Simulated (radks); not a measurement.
Kr, configuration [Kr].

Calculated with a radial shooting solver on a logarithmic mesh with Libxc functionals: non-relativistic Kohn-Sham, PBE, spin-polarised, spherical densities, point nucleus.

Energy parts (Ry):
| part | energy |
|---|---|
| total | -5506.83222 |
| kinetic | 5503.68690 |
| electron-nucleus | -13164.24913 |
| Hartree | 2344.01150 |
| exchange-correlation | -190.28149 |

Orbitals (lengths in bohr, moments of r in powers of bohr; r(90%) holds 90 % of the orbital's charge):
orbital  occ.  eigenvalue (Ry)  r(90%)      <r>
1s          2        -1021.586  0.0755  0.04245
2s          2        -132.7493   0.290   0.1878
2p          6        -120.0863   0.263   0.1619
3s          2        -18.69367   0.804   0.5415
3p          6        -14.19306   0.830   0.5453
3d         10         -6.12596   0.906   0.5538
4s          2         -1.62934    2.39    1.603
4p          6         -0.68227    3.01    1.952

The highest occupied level is 4p at -9.283 eV. The electron density at the nucleus is 3.226e+04 e/bohr^3.
